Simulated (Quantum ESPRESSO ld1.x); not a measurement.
Values are calculated unless marked as measured or tabulated.
Question: The mean radii <r> (bohr) of the occupied orbitals of an atom or ion are listed with their occupations. Level of theory: Dirac Kohn-Sham, PBE, spin-unpolarised, spherical densities, point nucleus (ld1.x of Quantum ESPRESSO 7.5).

| orbital | occ. | <r> |
|---|---|---|
| 1s1/2 | 2 | 0.02316 |
| 2s1/2 | 2 | 0.09684 |
| 2p1/2 | 2 | 0.08097 |
| 2p3/2 | 4 | 0.08718 |
| 3s1/2 | 2 | 0.2329 |

Name the element and its charge. Open shells, if any, are shared by 2j + 1.

Answer: Z = 61, promethium, charge +49: Pm49+ in [Ne] 3s2. The 1s radius gives Z: for a bare nucleus <r> = (2 gamma + 1)/(2Z) with gamma = sqrt(1 - (Z/c)^2), 0.02288 bohr for Z = 61, and screening makes it slightly larger (0.02316 here). The occupations add up to 12, and the charge is Z minus that.
